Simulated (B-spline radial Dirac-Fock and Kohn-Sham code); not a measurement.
## Dipole and non-dipole photoemission parameters of Tm²⁺ 4d5/2

System: Tm²⁺ in the configuration [Xe] 4f13; threshold 193.2 eV (orbital energy of the model). Level of theory: Dirac-Hartree-Slater photoionisation with a Latter tail; cross sections with all multipoles, angular parameters from the dipole term and its interference with E2; a radial atomic solver.

Input file task.json (cfg lists n, l and occupation; rrms is the nuclear radius in fm):

```json
{"items": [{
  "Z": 69,
  "q": 2,
  "cfg": [[1, 0, 2], [2, 0, 2], [2, 1, 6], [3, 0, 2], [3, 1, 6], [3, 2, 10], [4, 0, 2], [4, 1, 6], [4, 2, 10], [4, 3, 13], [5, 0, 2], [5, 1, 6]],
  "A": 169,
  "rrms": 5.2256,
  "do": "xps",
  "hv": [60, 66.1, 86.4, 127.0, 154.0, 177.0, 197.0, 208.0, 317.0, 321.0, 400, 725.0, 768.0, 1080.0, 1486.9, 1930.0, 2100.0, 2250.0, 2730.0, 3490.0, 4000, 4140.0, 4420.0, 5200.0, 5414.7, 5620.0, 6000, 8047.8, 9370.0, 12000]
}]}
```

Launch: `python xray2_run.py task.json out`

For linearly polarised light dσ/dΩ = σ/(4π) [1 + β P₂(cos θ) + (δ + γ cos²θ) sin θ cos φ], with θ from the polarisation vector and φ the angle between the beam and the projection of the electron momentum on the plane normal to the polarisation.

| hν (eV) | σ (kb) | β | γ | δ |
| --- | --- | --- | --- | --- |
| 208 | 544 | 0.532 | 0.032 | -0.004 |
| 317 | 268 | -0.834 | -0.233 | 0.159 |
| 321 | 276 | -0.793 | -0.213 | 0.157 |
| 400 | 394 | -0.048 | 0.074 | 0.103 |
| 725 | 334 | 0.956 | 0.081 | 0.009 |
| 768 | 313 | 1.006 | 0.059 | 0.006 |
| 1080 | 191 | 1.216 | -0.036 | 0.005 |
| 1486.9 | 106 | 1.315 | -0.022 | 0.014 |
| 1930 | 60.0 | 1.346 | 0.069 | 0.025 |
| 2100 | 49.3 | 1.347 | 0.112 | 0.029 |
| 2250 | 41.8 | 1.346 | 0.152 | 0.033 |
| 2730 | 25.8 | 1.332 | 0.285 | 0.044 |
| 3490 | 13.4 | 1.293 | 0.487 | 0.062 |
| 4000 | 9.19 | 1.262 | 0.611 | 0.074 |
| 4140 | 8.34 | 1.254 | 0.644 | 0.077 |
| 4420 | 6.91 | 1.237 | 0.706 | 0.083 |
| 5200 | 4.28 | 1.190 | 0.867 | 0.102 |
| 5414.7 | 3.79 | 1.178 | 0.908 | 0.107 |
| 5620 | 3.38 | 1.166 | 0.946 | 0.112 |
| 6000 | 2.77 | 1.144 | 1.013 | 0.121 |
| 8047.8 | 1.09 | 1.041 | 1.314 | 0.172 |
| 9370 | ? | ? | ? | ? |
| 12000 | 0.283 | 0.887 | 1.713 | 0.267 |

Q: Give the values at 9370 eV.

A: σ = 0.658 kb, β = 0.983, γ = 1.468, δ = 0.204.

Values without a named source are computed, but for edge energies of neutral atoms, which are taken from tables.
